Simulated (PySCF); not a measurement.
Molecule: SMILES [BH3-][P+](C)(C)C, C3H12BP.

Geometry:
```json
{"atom": "B1", "x (Å)": "-0.339", "y (Å)": "1.631", "z (Å)": "-0.634"}
{"atom": "P2", "x (Å)": "0.192", "y (Å)": "-0.005", "z (Å)": "0.183"}
{"atom": "C3", "x (Å)": "0.394", "y (Å)": "-1.388", "z (Å)": "-0.984"}
{"atom": "C4", "x (Å)": "-0.983", "y (Å)": "-0.627", "z (Å)": "1.428"}
{"atom": "C5", "x (Å)": "1.784", "y (Å)": "0.087", "z (Å)": "1.063"}
{"atom": "H6", "x (Å)": "-1.413", "y (Å)": "1.385", "z (Å)": "-1.170"}
{"atom": "H7", "x (Å)": "-0.426", "y (Å)": "2.432", "z (Å)": "0.289"}
{"atom": "H8", "x (Å)": "0.554", "y (Å)": "1.896", "z (Å)": "-1.429"}
{"atom": "H9", "x (Å)": "0.702", "y (Å)": "-2.314", "z (Å)": "-0.476"}
{"atom": "H10", "x (Å)": "-0.559", "y (Å)": "-1.554", "z (Å)": "-1.505"}
{"atom": "H11", "x (Å)": "1.149", "y (Å)": "-1.112", "z (Å)": "-1.734"}
{"atom": "H12", "x (Å)": "-1.961", "y (Å)": "-0.775", "z (Å)": "0.948"}
{"atom": "H13", "x (Å)": "-1.100", "y (Å)": "0.132", "z (Å)": "2.215"}
{"atom": "H14", "x (Å)": "-0.645", "y (Å)": "-1.573", "z (Å)": "1.877"}
{"atom": "H15", "x (Å)": "1.713", "y (Å)": "0.858", "z (Å)": "1.844"}
{"atom": "H16", "x (Å)": "2.565", "y (Å)": "0.393", "z (Å)": "0.352"}
{"atom": "H17", "x (Å)": "2.059", "y (Å)": "-0.875", "z (Å)": "1.519"}
```

Geometry PBE0-D3(BJ)/def2-SVP throughout; GIAO in PySCF, gas phase, one conformer, non-relativistic; equivalent atoms averaged; basis pcSseg-1.

Task: How do the shifts δ (against BF3·OEt2, H3PO4, TMS at the same level) depend on the functional? (ppm; last column core-seconds on 1 thread of an Arm Neoverse V1, shared host)

Result: 
```
functional                    kind     B1     P2  C3/C4/C5  H9/H10/H11/H12/H13/H14/H15/H16/H17  H6/H7/H8  core-s
      WP04           global hybrid  -40.3    8.1      14.8                                1.11      0.49      13
     B97-2           global hybrid  -44.0  -19.8      15.0                                1.12      0.75      13
 BHandHLYP           global hybrid  -41.0  -17.5      14.1                                1.09      0.67      12
 CAM-B3LYP  range-separated hybrid  -44.4  -20.3      14.8                                1.09      0.73      18
   wB97X-D  range-separated hybrid  -44.7  -24.9      14.8                                1.09      0.77      17
   LC-wPBE  range-separated hybrid  -47.7  -37.4      13.9                                1.07      0.73      26
```

Task: Which nucleus moves most, in ppm?

Result: P2 (phosphorus bonded to 3 C, B): from -37.4 ppm with LC-wPBE to 8.1 ppm with WP04. The smallest spread is 0.05 ppm, at H9/H10/H11/H12/H13/H14/H15/H16/H17. Proton shifts span only some 12 ppm, so a few tenths of a ppm matter as much there as several ppm in carbon.
